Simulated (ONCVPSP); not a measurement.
**What one change does to a pseudopotential (manganese, ONCV)**

```json
{
 "Element": "Mn (Z = 25)",
 "Generator": "ONCVPSP 4.0.1",
 "Type": "optimised norm-conserving Vanderbilt (ONCV)",
 "Functional": "PBEsol",
 "Relativity": "scalar-relativistic",
 "Frozen core": "[Ne]",
 "Valence charge": "15",
 "Reference configuration": "3s2 3p6 3d5 4s2",
 "Partial waves": "3s+4s: rc 1.30 bohr, ncon 3, nbas 8, qcut 9 1/bohr, 2 projectors; 3p: rc 1.00 bohr, ncon 5, nbas 8, qcut 8 1/bohr, 2 projectors, debl 3.3 Ha; 3d: rc 1.00 bohr, ncon 5, nbas 9, qcut 18.5 1/bohr, local",
 "Local potential": "the d channel",
 "Core correction": "Teter function, fcfact 3.25, rcfact 1.15"
}
```

Change: d: qcut 24.1.

Cutoffs: the cutoffs (Ha) at which the residual kinetic energy of the hardest occupied pseudo-wave falls to 1 and 0.1 mHa per electron; they do not see the model core or the augmentation charge, which bear on the density cutoff. Errors are all-electron minus pseudo energies relative to the spin-unpolarised reference configuration.

**Question.** What does the change do?

**Answer.** The potential gets harder (107 Ha and 175 Ha → 150 Ha and 185 Ha); the lowest positive-energy flag moves from s at 147.6 eV to s at 27.4 eV; the errors of the 4 common tests hardly move; the range in which the s phases agree narrows (upper end 3.5 → 1.0); neither file shows a bound ghost. The waves are optimised to have the least kinetic energy above qcut, so the cutoff follows it (qcut²/2 in Ha).

| quantity | base | changed |
| --- | --- | --- |
| cutoff, loose | 107 Ha | 150 Ha |
| cutoff, tight | 175 Ha | 185 Ha |
| loose cutoff by channel | s 28 Ha, p 72 Ha, d 107 Ha | s 28 Ha, p 72 Ha, d 150 Ha |
| bound ghosts | none | none |
| GHOST(+) flags under 300 eV | s at 147.6 eV | s at 27.4 eV |
| error for 3s2 3p6 3d5 4s1, meV [ΔE 8.43 eV] | -0.3 | -0.3 |
| error for 3s2 3p6 3d5 4s0, meV [ΔE 23.94 eV] | 0.0 | -0.1 |
| error for 3s2 3p6 3d4 4s0, meV [ΔE 56.43 eV] | -6.9 | -6.4 |
| error for 3s2 3p6 3d5 4s0 4p1, meV [ΔE 13.19 eV] | -0.2 | -0.2 |
| s: phases at 1.32 bohr within 0.05 rad from the reference energy up to (Ha; the scan ends near 5) | 3.5 | 1.0 |
| p: phases at 1.01 bohr within 0.05 rad from the reference energy up to (Ha; the scan ends near 5) | to the end of the scan | to the end of the scan |
| d: phases at 1.01 bohr within 0.05 rad from the reference energy up to (Ha; the scan ends near 5) | to the end of the scan | to the end of the scan |
| rms error of d²Exc/dni dnj with the model core, mHa | 1.25 | 1.23 |
